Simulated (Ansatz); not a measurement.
Species: CdSe (charge 0, singlet). SMILES: [Se]=[Cd]
Geometry: optimised at B3LYP-D3(BJ)/def2-TZVP (Ansatz, a program for electronic structure).

Wanted: atomisation energy (electronic, to ground-state atoms), in kJ/mol. Cores are frozen in the correlated levels unless marked. UHF or UKS for open shells. No spin-orbit coupling. The frozen core is the preceding noble-gas configuration, with the filled d and f shells of earlier blocks. In def2 rows, elements after Kr have scalar-relativistic effective core potentials. STO-3G rows are all-electron and non-relativistic. The coupled-cluster limit lacks core correlation, which all-electron functionals hold. CBS(X,Y): correlation extrapolated as X^-3; Hartree-Fock from the larger set. [CCSD(T)-MP2]/basis is that difference in the basis named.

```json
[
 {"level": "HF/def2-QZVPPD", "program": "Ansatz", "atomisation energy (kJ/mol)": "-47.7", "minus last row": "-133.5", "rough core time": "-"},
 {"level": "PBE/def2-TZVPD", "program": "Ansatz", "atomisation energy (kJ/mol)": "96.6", "minus last row": "10.8", "rough core time": "under 20 s"},
 {"level": "PBE-D4/def2-TZVPD", "program": "Ansatz + dftd4", "atomisation energy (kJ/mol)": "101.5", "minus last row": "15.7", "rough core time": "under 20 s"},
 {"level": "revPBE/def2-TZVPD", "program": "Ansatz", "atomisation energy (kJ/mol)": "76.9", "minus last row": "-8.9", "rough core time": "under 20 s"},
 {"level": "PBE0/def2-TZVP", "program": "Ansatz", "atomisation energy (kJ/mol)": "80.3", "minus last row": "-5.5", "rough core time": "under 20 s"},
 {"level": "r2SCANh-D4/def2-TZVPD", "program": "Ansatz + dftd4", "atomisation energy (kJ/mol)": "85.2", "minus last row": "-0.6", "rough core time": "under 20 s"},
 {"level": "r2SCANh/def2-TZVPD", "program": "Ansatz", "atomisation energy (kJ/mol)": "84.2", "minus last row": "-1.6", "rough core time": "under 20 s"},
 {"level": "r2SCAN0/def2-TZVPD", "program": "Ansatz", "atomisation energy (kJ/mol)": "73.7", "minus last row": "-12.1", "rough core time": "under 20 s"},
 {"level": "B2GP-PLYP-D3(BJ)/def2-TZVPD", "program": "Ansatz + dftd3", "atomisation energy (kJ/mol)": "85.7", "minus last row": "-0.1", "rough core time": "under 20 s"},
 {"level": "B2GP-PLYP-D4/def2-TZVPD", "program": "Ansatz + dftd4", "atomisation energy (kJ/mol)": "77.0", "minus last row": "-8.8", "rough core time": "under 20 s"},
 {"level": "B2PLYP-D4/def2-TZVPD", "program": "Ansatz + dftd4", "atomisation energy (kJ/mol)": "79.1", "minus last row": "-6.7", "rough core time": "under 20 s"},
 {"level": "RPA@PBE/def2-TZVPP", "program": "Ansatz", "atomisation energy (kJ/mol)": "57.8", "minus last row": "-28.0", "rough core time": "under 20 s"},
 {"level": "RPA@PBE/def2-QZVPP", "program": "Ansatz", "atomisation energy (kJ/mol)": "66.0", "minus last row": "-19.8", "rough core time": "26 s"},
 {"level": "MP2/STO-3G", "program": "Ansatz", "atomisation energy (kJ/mol)": "177.9", "minus last row": "92.1", "rough core time": "-"},
 {"level": "MP2/def2-TZVPPD", "program": "Ansatz", "atomisation energy (kJ/mol)": "76.7", "minus last row": "-9.1", "rough core time": "-"},
 {"level": "CCSD/STO-3G", "program": "Ansatz", "atomisation energy (kJ/mol)": "170.3", "minus last row": "84.5", "rough core time": "-"},
 {"level": "CCSD/def2-QZVPP", "program": "Ansatz", "atomisation energy (kJ/mol)": "57.5", "minus last row": "-28.3", "rough core time": "-"},
 {"level": "CCSD/CBS(def2-TZVPPD,def2-QZVPPD)", "program": "Ansatz", "atomisation energy (kJ/mol)": "64.1", "minus last row": "-21.7", "rough core time": "-"},
 {"level": "CCSD(T)/def2-QZVPPD", "program": "Ansatz", "atomisation energy (kJ/mol)": "79.5", "minus last row": "-6.3", "rough core time": "40 s"},
 {"level": "RI-MP2/CBS(def2-TZVPP,def2-QZVPP)+[CCSD(T)-MP2]/def2-TZVPP", "program": "Ansatz", "atomisation energy (kJ/mol)": "83.4", "minus last row": "-2.4", "rough core time": "under 20 s"},
 {"level": "CCSD(T)/CBS(def2-TZVPPD,def2-QZVPPD)", "program": "Ansatz", "atomisation energy (kJ/mol)": "85.8", "minus last row": "0.0", "rough core time": "50 s"}
]
```

Core times are rough, on shared machines, summed over the molecules involved; a dash marks a level read off another run, or run on other hardware, by another program or under a memory cap.

The Hartree-Fock reference is unstable (checked in the largest basis), which strains HF and MP2.
